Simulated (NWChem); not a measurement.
The numbers come from NWChem runs, not from measurements. System: CH₆OSi, charge 0, spin multiplicity 1, displaced from the optimised geometry. The structure started from a generated list of species. Level: B3LYP/def2-SVP, VWN1-RPA local correlation.

Part of the output:

```
             Northwest Computational Chemistry Package (NWChem) 7.3.0
             --------------------------------------------------------

                                NWChem Input Module
                                -------------------

 Scaling coordinates for geometry "geometry" by  1.889725989
 (inverse scale =  0.529177249)

 Turning off AUTOSYM since
 SYMMETRY directive was detected!

                             Geometry "geometry" -> ""
                             -------------------------

 Output coordinates in angstroms (scale by  1.889725989 to convert to a.u.)

  No.       Tag          Charge          X              Y              Z
 ---- ---------------- ---------- -------------- -------------- --------------
    1 Si                  14.0000    -0.13396000    -1.08248700     0.00000000
    2 O                    8.0000     0.58959800     0.45168800     0.00000000
    3 C                    6.0000    -0.13732400     1.67994200     0.00000000
    4 H                    1.0000     0.99581700    -2.09431700     0.00000000
    5 H                    1.0000    -1.01059600    -1.27500500     1.23654900
    6 H                    1.0000    -1.01059600    -1.27500500    -1.23654900
    7 H                    1.0000    -0.79269700     1.78680800     0.91240500
    8 H                    1.0000     0.59335700     2.53237300     0.00000000
    9 H                    1.0000    -0.79269700     1.78680800    -0.91240500

 Effective nuclear repulsion energy (a.u.)     114.9785245102

            Nuclear Dipole moment (a.u.)
            ----------------------------
        X                 Y               Z
 ---------------- ---------------- ----------------
    -0.0000226767     0.0000000000     0.0000000000

      Symmetry information
      --------------------

 Group name             Cs
 Group number              2
 Group order               2
 No. of unique centers     7

      Symmetry unique atoms

     1    2    3    4    5    7    8


 Summary of "ao basis" -> "" (spherical)
 ------------------------------------------------------------------------------
       Tag                 Description            Shells   Functions and Types
 ---------------- ------------------------------  ------  ---------------------
 *                          def2-svp                  on all atoms

                                 NWChem DFT Module
                                 -----------------

 Summary of "ao basis" -> "ao basis" (spherical)
 ------------------------------------------------------------------------------
       Tag                 Description            Shells   Functions and Types
 ---------------- ------------------------------  ------  ---------------------
 Si                         def2-svp                 8       18   4s3p1d
 O                          def2-svp                 6       14   3s2p1d
 C                          def2-svp                 6       14   3s2p1d
 H                          def2-svp                 3        5   2s1p

 Summary of "ao basis" -> "ao basis" (spherical)
 ------------------------------------------------------------------------------
       Tag                 Description            Shells   Functions and Types
 ---------------- ------------------------------  ------  ---------------------
 Si                         def2-svp                 8       18   4s3p1d
 O                          def2-svp                 6       14   3s2p1d
 C                          def2-svp                 6       14   3s2p1d
 H                          def2-svp                 3        5   2s1p

      Symmetry analysis of basis
      --------------------------

        a'         51
        a"         25

            General Information
            -------------------
          SCF calculation type: DFT
          Wavefunction type:  closed shell.
          No. of atoms     :     9
          No. of electrons :    34
           Alpha electrons :    17
            Beta electrons :    17
          Charge           :     0
          Spin multiplicity:     1
          Use of symmetry is: on ; symmetry adaption is: on
          Maximum number of iterations: 100
          AO basis - number of functions:    76
[...]
    52     -0.165844  5 H  s                 57      0.165844  6 H  s
    38     -0.157970  3 C  pz                63     -0.137335  7 H  s

 Vector   18  Occ=0.000000D+00  E= 1.879715D-02  Symmetry=a'
              MO Center= -2.6D-01, -7.8D-01,  8.9D-14, r^2= 4.2D+00
   Bfn.  Coefficient  Atom+Function         Bfn.  Coefficient  Atom+Function
  ----- ------------  ---------------      ----- ------------  ---------------
    12      1.068109  1 Si py                35     -0.692045  3 C  s
    21     -0.626274  2 O  s                 48      0.396870  4 H  s
    63      0.351630  7 H  s                 73      0.351630  9 H  s
    11      0.296699  1 Si px                53      0.230373  5 H  s
    58      0.230373  6 H  s                 39      0.222102  3 C  px

 Vector   19  Occ=0.000000D+00  E= 5.990778D-02  Symmetry=a'
              MO Center= -4.4D-02,  2.3D-01,  4.0D-16, r^2= 6.7D+00
   Bfn.  Coefficient  Atom+Function         Bfn.  Coefficient  Atom+Function
  ----- ------------  ---------------      ----- ------------  ---------------
    35      1.569301  3 C  s                 11      1.007274  1 Si px
    48     -0.930887  4 H  s                 68     -0.831042  8 H  s
    63     -0.635492  7 H  s                 73     -0.635492  9 H  s
    21     -0.464091  2 O  s                  3      0.355113  1 Si s
    53      0.298968  5 H  s                 58      0.298968  6 H  s

 Vector   20  Occ=0.000000D+00  E= 7.688575D-02  Symmetry=a'
              MO Center= -8.0D-01, -8.0D-01,  2.8D-15, r^2= 4.4D+00
   Bfn.  Coefficient  Atom+Function         Bfn.  Coefficient  Atom+Function
  ----- ------------  ---------------      ----- ------------  ---------------
    53     -1.102935  5 H  s                 58     -1.102935  6 H  s
     4      1.042312  1 Si s                 11     -0.863629  1 Si px
     3      0.821442  1 Si s                 35      0.724053  3 C  s
    63     -0.437597  7 H  s                 73     -0.437597  9 H  s
     2      0.325360  1 Si s                 21     -0.278190  2 O  s

 center of mass
 --------------
 x =   0.06099196 y =  -0.04349778 z =   0.00000000

 moments of inertia (a.u.)
 ------------------
         340.091482628910         -16.959138429266           0.000000000000
         -16.959138429266          55.935074815470           0.000000000000
           0.000000000000           0.000000000000         362.029806144745

     Multipole analysis of the density
     ---------------------------------

     L   x y z        total         alpha         beta         nuclear
     -   - - -        -----         -----         ----         -------
     0   0 0 0     -0.000000    -17.000000    -17.000000     34.000000

     1   1 0 0     -0.378915     -0.189446     -0.189446     -0.000023
     1   0 1 0      0.222454      0.111227      0.111227      0.000000
     1   0 0 1      0.000000      0.000000      0.000000      0.000000

     2   2 0 0    -21.729818    -24.771450    -24.771450     27.813082
     2   1 1 0     -0.551703     -3.735777     -3.735777      6.919851
     2   1 0 1      0.000000      0.000000      0.000000      0.000000
     2   0 2 0    -18.530041   -108.194248   -108.194248    197.858455
     2   0 1 1     -0.000000     -0.000000     -0.000000      0.000000
     2   0 0 2    -21.159113    -19.012754    -19.012754     16.866396

            General Information
            -------------------
          SCF calculation type: DFT
          Wavefunction type:  closed shell.
          No. of atoms     :     9
          No. of electrons :    34
           Alpha electrons :    17
            Beta electrons :    17
          Charge           :     0
          Spin multiplicity:     1
          Use of symmetry is: on ; symmetry adaption is: on
          Maximum number of iterations: 100
          AO basis - number of functions:    76
                     number of shells:    38
          Convergence on energy requested:  1.00D-06
          Convergence on density requested:  1.00D-05
          Convergence on gradient requested:  5.00D-04

              XC Information
              --------------
                         B3LYP Method XC Potential
                     Hartree-Fock (Exact) Exchange  0.200
                        Slater Exchange Functional  0.800 local
                    Becke 1988 Exchange Functional  0.720 non-local
              Lee-Yang-Parr Correlation Functional  0.810
                  VWN I RPA Correlation Functional  0.190 local

             Grid Information
             ----------------
          Grid used for XC integration:  xcoarse
          Radial quadrature: Mura-Knowles
          Angular quadrature: Lebedev.
          Tag              B.-S. Rad. Rad. Pts. Rad. Cut. Ang. Pts.
          ---              ---------- --------- --------- ---------
          Si                  1.10       42          10.0       194
          O                   0.60       21           7.0       194
          C                   0.70       21          10.0       194
          H                   0.35       21          11.0       194
          Grid pruning is: on
          Number of quadrature shells:   168
          Spatial weights used:  Erf1

          Convergence Information
          -----------------------
          Convergence aids based upon iterative change in
          total energy or number of iterations.
          Levelshifting, if invoked, occurs when the
          HOMO/LUMO gap drops below (HL_TOL):  1.00D-02
          DIIS, if invoked, will attempt to extrapolate
          using up to (NFOCK): 10 stored Fock matrices.

                    Damping( 0%)  Levelshifting(0.5)       DIIS
                  --------------- ------------------- ---------------
          dE  on:    start            ASAP                start
          dE off:    2 iters        100 iters           100 iters

      Screening Tolerance Information
      -------------------------------
          Density screening/tol_rho:  1.00D-10
          AO Gaussian exp screening on grid/accAOfunc:  14
          CD Gaussian exp screening on grid/accCDfunc:  20
          XC Gaussian exp screening on grid/accXCfunc:  20
          Schwarz screening/accCoul:  1.00D-08

                            NWChem DFT Gradient Module
                            --------------------------

  charge          =   0.00
  wavefunction    = closed shell

  Using symmetry

                         DFT ENERGY GRADIENTS

    atom               coordinates                        gradient
                 x          y          z           x          y          z
   1 Si     -0.253148  -2.045604   0.000000   -0.002371  -0.006299   0.000000
   2 O       1.114179   0.853567   0.000000    0.012849   0.002556   0.000000
   3 C      -0.259505   3.174630   0.000000    0.001039  -0.001179   0.000000
   4 H       1.881821  -3.957685   0.000000    0.007576  -0.007344   0.000000
   5 H      -1.909750  -2.409410   2.336739   -0.005762  -0.001208   0.007868
   6 H      -1.909750  -2.409410  -2.336739   -0.005762  -0.001208  -0.007868
   7 H      -1.497980   3.376578   1.724195   -0.007911   0.001752   0.010794
   8 H       1.121282   4.785491   0.000000    0.008252   0.011177   0.000000
   9 H      -1.497980   3.376578  -1.724195   -0.007911   0.001752  -0.010794

                 ----------------------------------------
                 |  Time  |  1-e(secs)   |  2-e(secs)   |
                 ----------------------------------------
                 |  CPU   |       0.01   |       2.16   |
                 ----------------------------------------
                 |  WALL  |       0.01   |       2.16   |
                 ----------------------------------------

 Task  times  cpu:        3.7s     wall:        3.7s

 Total times  cpu:        3.7s     wall:        3.7s
```

Q: Write an NWChem input that would produce this output.

A: This is not unique; one that fits is 
```
start mol
memory heap 200 mb stack 800 mb global 1000 mb
geometry units angstroms nocenter noautoz
  Si    -0.133960    -1.082487     0.000000
  O      0.589598     0.451688     0.000000
  C     -0.137324     1.679942     0.000000
  H      0.995817    -2.094317     0.000000
  H     -1.010596    -1.275005     1.236549
  H     -1.010596    -1.275005    -1.236549
  H     -0.792697     1.786808     0.912405
  H      0.593357     2.532373     0.000000
  H     -0.792697     1.786808    -0.912405
  symmetry group Cs
end
basis spherical
  * library def2-svp
end
dft
  xc b3lyp
  semidirect memsize 60000000 filesize 0
  iterations 100
  grid xcoarse
end
task dft gradient
```
